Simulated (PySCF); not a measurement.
C3H2O, SMILES C=C=C=O. Atoms are numbered in the order given.

```xyz
6

C     -0.1019     1.8405     0.0000
C      0.2804     0.5657     0.0000
C     -0.0054    -0.7045     0.0000
O     -0.0639    -1.8770     0.0000
H      0.6321     2.6587     0.0000
H     -1.1597     2.1466     0.0000
```

The structure is a stationary point at r2SCAN-D4/def2-SVP.

The numbers are results of PySCF with TDDFT-B3LYP/def2-SVPD, not measurements.

Vertical excitations. The molecule is in vacuum. State labels are in the subgroup Cs.

```tsv
state	symmetry	energy (eV)	λ (nm)	f	main pairs
S1	A"	2.07	598	0.000	HOMO→LUMO 100 %
S2	A'	5.36	231	0.051	HOMO−1→LUMO 53 %, HOMO→LUMO+1 44 %
S3	A'	6.09	204	0.156	HOMO→LUMO+1 43 %, HOMO−1→LUMO 29 %, HOMO→LUMO+3 21 %
S4	A'	6.83	182	0.021	HOMO→LUMO+2 79 %, HOMO→LUMO+3 20 %
S5	A"	7.20	172	0.009	HOMO−1→LUMO+1 70 %, HOMO−2→LUMO 17 %
S6	A"	7.37	168	0.009	HOMO−2→LUMO 70 %, HOMO−1→LUMO+1 24 %
S7	A'	7.64	162	0.076	HOMO→LUMO+4 97 %
S8	A"	7.72	161	0.007	HOMO→LUMO+5 85 %
S9	A'	8.01	155	0.751	HOMO→LUMO+3 49 %, HOMO−1→LUMO 14 %, HOMO→LUMO+2 11 %, HOMO→LUMO+1 7 %
S10	A"	8.35	148	0.001	HOMO−4→LUMO 93 %
T1	A"	1.72	721	0	HOMO→LUMO 100 %
T2	A'	3.14	395	0	HOMO−1→LUMO 99 %
T3	A'	4.43	280	0	HOMO→LUMO+1 80 %
T4	A'	6.33	196	0	HOMO→LUMO+3 58 %, HOMO→LUMO+2 21 %, HOMO→LUMO+1 18 %
```
Triplets are in the Tamm–Dancoff approximation, which puts them higher than full response would, so one can lie above its singlet here.
